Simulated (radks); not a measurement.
Values are calculated unless marked as measured or tabulated.
Se III, configuration [Ar] 3d10 4s2 4p2. Code: a radial shooting solver on a logarithmic mesh with Libxc functionals. Model: scalar-relativistic Kohn-Sham, LDA (Slater exchange, Perdew-Wang correlation), spin-polarised, spherical densities, finite nucleus; open shells are filled with parallel spins first; Fermi nuclear charge, rms radius 4.14 fm.

Local quantities along the radius. ELF = 1/(1 + alpha^2) is the electron localisation function; alpha = (tau - tau_W)/tau_unif compares the Pauli kinetic energy density with that of the uniform gas (summed over spins); -r V(r) is the screened charge that the Kohn-Sham potential of spin up presents (atomic units); r v_xc is r times the local exchange-correlation potential of spin up (hartree bohr); s = |grad rho|/(2 (3 pi^2)^(1/3) rho^(4/3)) is the reduced gradient. tau is taken from the large components.

r (bohr)	ELF	alpha	-r V(r)	r v_xc	s
0.004043	1.000	0.02165	33.43	-0.1149	0.4702
0.005393	0.999	0.02424	33.23	-0.1478	0.4648
0.007192	0.999	0.02849	32.98	-0.1882	0.4688
0.009593	0.999	0.03561	32.63	-0.2364	0.4828
0.01279	0.998	0.04817	32.19	-0.2917	0.5085
0.01707	0.995	0.07218	31.61	-0.3517	0.5489
0.02276	0.985	0.1230	30.87	-0.4115	0.6075
0.03036	0.944	0.2438	29.95	-0.4641	0.6836
0.04049	0.768	0.5496	28.80	-0.5034	0.7522
0.054	0.419	1.179	27.41	-0.5345	0.7122
0.07203	0.299	1.533	25.75	-0.5862	0.4684
0.09607	0.509	0.9819	23.81	-0.6853	0.2934
0.1281	0.756	0.5678	21.59	-0.7990	0.3545
0.1695	0.766	0.5526	19.20	-0.8615	0.5201
0.2261	0.441	1.126	16.57	-0.8540	0.6431
0.3016	0.254	1.713	13.83	-0.8787	0.3624
0.4022	0.588	0.8369	11.07	-1.028	0.2227
0.5365	0.774	0.5407	8.505	-1.140	0.3980
0.7155	0.686	0.6765	6.443	-1.096	0.6621
0.9543	0.338	1.400	4.977	-0.9489	0.9209
1.273	0.237	1.794	4.013	-0.8777	0.7800
1.698	0.639	0.7524	3.408	-0.8977	0.7602
2.264	0.783	0.5267	2.991	-0.8332	1.266
3.02	0.533	0.9361	2.666	-0.6373	2.551
4.028	0.093	3.119	2.384	-0.3817	6.363
5.372	0.003	19.40	2.168	-0.1683	21.37

On this mesh the ELF has minima near r = 0.072, 0.30, 1.1 bohr, which separate the shells, and maxima near 0.15 (0.79), 0.54 (0.77), 2.3 (0.78).
